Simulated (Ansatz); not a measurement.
System: CdBr₂ (charge 0, singlet). SMILES: [Br][Cd][Br]
Coordinates optimised at B3LYP-D3(BJ)/def2-TZVP (Ansatz, a program for electronic structure):
```xyz
3

Cd     0.0000     0.0000     0.0000
Br     0.0000     0.0000     2.4249
Br     0.0000     0.0000    -2.4249
```
Charge 0, spin multiplicity 1.

Wanted: vertical electron affinity (to the doublet state of charge -1; a negative value means that the extra electron is unbound and the number depends on the basis; each state is the SCF solution reached for its spin), in eV. Correlated levels leave the core frozen unless marked. UHF or UKS for open shells. Spin-orbit coupling is left out. The frozen core is the preceding noble-gas configuration, with the filled d and f shells of earlier blocks. In def2 rows, elements after Kr have scalar-relativistic effective core potentials. Anions need diffuse functions: def2-D sets add few. 

| level | program | vertical electron affinity (eV) |
|---|---|---|
| SVWN5/def2-TZVPD | Ansatz | 1.14 |
| PBE/def2-TZVPD | Ansatz | 0.88 |
| r2SCAN/def2-TZVPD | Ansatz | 0.82 |
| B3LYP/def2-TZVPD | Ansatz | 0.91 |
| PBE0/def2-TZVPD | Ansatz | 0.79 |
| BHLYP/def2-TZVPD | Ansatz | 0.66 |
| CAM-B3LYP/def2-TZVPD | Ansatz | 0.84 |
| wB97M-V/def2-TZVPD | Ansatz | 0.65 |
| wB97X-V/def2-TZVPD | Ansatz | 0.61 |
| wB97X/def2-TZVPD | Ansatz | 0.66 |
| CCSD/def2-SVPD | Ansatz | 0.50 |
| CCSD(T)/def2-SVPD | Ansatz | 0.54 |
